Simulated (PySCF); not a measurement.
**Magnetic susceptibility: `C[C@H](F)CCOBF`, C$_{4}$H$_{9}$BF$_{2}$O**

Molfile (atoms numbered from 1):
```
C4H9BF2O
     RDKit          3D

 17 16  0  0  0  0  0  0  0  0999 V2000
   -2.5233   -0.2148    0.4003 C   0  0  0  0  0  0  0  0  0  0  0  0
   -1.0899    0.2821    0.5021 C   0  0  2  0  0  0  0  0  0  0  0  0
   -1.1043    1.6688    0.5290 F   0  0  0  0  0  0  0  0  0  0  0  0
   -0.2251   -0.1648   -0.6745 C   0  0  0  0  0  0  0  0  0  0  0  0
    1.2484    0.1798   -0.4648 C   0  0  0  0  0  0  0  0  0  0  0  0
    1.7864   -0.6551    0.5509 O   0  0  0  0  0  0  0  0  0  0  0  0
    2.6754   -0.2806    1.4496 B   0  0  0  0  0  0  0  0  0  0  0  0
    3.1618    0.9625    1.4685 F   0  0  0  0  0  0  0  0  0  0  0  0
   -2.9518    0.0730   -0.5569 H   0  0  0  0  0  0  0  0  0  0  0  0
   -3.1234    0.2215    1.1948 H   0  0  0  0  0  0  0  0  0  0  0  0
   -2.5467   -1.2964    0.4930 H   0  0  0  0  0  0  0  0  0  0  0  0
   -0.6332   -0.0277    1.4508 H   0  0  0  0  0  0  0  0  0  0  0  0
   -0.5794    0.3291   -1.5805 H   0  0  0  0  0  0  0  0  0  0  0  0
   -0.3238   -1.2436   -0.7937 H   0  0  0  0  0  0  0  0  0  0  0  0
    1.3595    1.2343   -0.1939 H   0  0  0  0  0  0  0  0  0  0  0  0
    1.8109   -0.0109   -1.3852 H   0  0  0  0  0  0  0  0  0  0  0  0
    3.0514   -1.0452    2.2500 H   0  0  0  0  0  0  0  0  0  0  0  0
  1  2  1  0
  2  3  1  0
  2  4  1  0
  4  5  1  0
  5  6  1  0
  6  7  1  0
  7  8  1  0
  1  9  1  0
  1 10  1  0
  1 11  1  0
  2 12  1  1
  4 13  1  0
  4 14  1  0
  5 15  1  0
  5 16  1  0
  7 17  1  0
M  END
```

Theory: GIAO HF/pcSseg-1 magnetisability, rotational g tensor and spin-rotation constants, non-relativistic, gas phase in PySCF. Geometry: GFN2-xTB.

(1) How diamagnetic is it, and how anisotropic?

(2) Split it along the inertial axes a, b, c into diamagnetic and paramagnetic parts about the centre of mass, with the quadrupole moment.

(3) And the rotational g tensor?

## Answers

(1) Isotropic -1223 × 10⁻³⁰ J/T², or -73.7 × 10⁻⁶ cm³/mol; principal values -1263, -1230, -1176 × 10⁻³⁰ J/T², anisotropy 76 × 10⁻³⁰ J/T² (root of half the summed squared differences of the principal values). The susceptibility is in cgs units.

(2) 
| axis | χ (10⁻⁶ cm³/mol) | diamagnetic (10⁻⁶ cm³/mol) | paramagnetic (10⁻⁶ cm³/mol) | summed x² of all electrons (Å²) | quadrupole Θ (D Å) |
| --- | --- | --- | --- | --- | --- |
| a | -73.9 | -405.1 | 331.3 | 265.2 | -1.32 |
| b | -72.7 | -1291.6 | 1218.9 | 56.3 | -4.13 |
| c | -74.4 | -1363.8 | 1289.4 | 39.2 | +5.45 |

Anisotropies 2χaa − χbb − χcc = -0.6 and 2χbb − χaa − χcc = +2.8 × 10⁻⁶ cm³/mol. Θ is traceless in Buckingham's convention.

(3) 
```tsv
axis	rotational constant (GHz)	g	nuclear part	electronic part
a	3.8677	-0.0223	0.5796	-0.6019
b	0.9639	-0.0053	0.5466	-0.5520
c	0.8964	-0.0066	0.5363	-0.5430
```
Asymmetric top; isotopes 11B, 12C, 19F, 1H, 16O; no vibrational averaging.
